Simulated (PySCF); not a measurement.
CNS, SMILES `C(#N)[S]` (charge 0, multiplicity 2)

Calculation: PySCF with PBE-D3(BJ)/def2-TZVP.

```json
{
 "highest_occupied_spin_orbital": "-6.89 eV",
 "dipole_moment": "2.33 D",
 "total_energy": "-13354.37 eV",
 "cost": "roughly 30 core-seconds"
}
```

```xyz
3

N     -1.3236    -0.2621     0.0000
C     -0.1430    -0.1022     0.0000
S      1.4666     0.1157     0.0000
```
Charge 0, spin multiplicity 2.
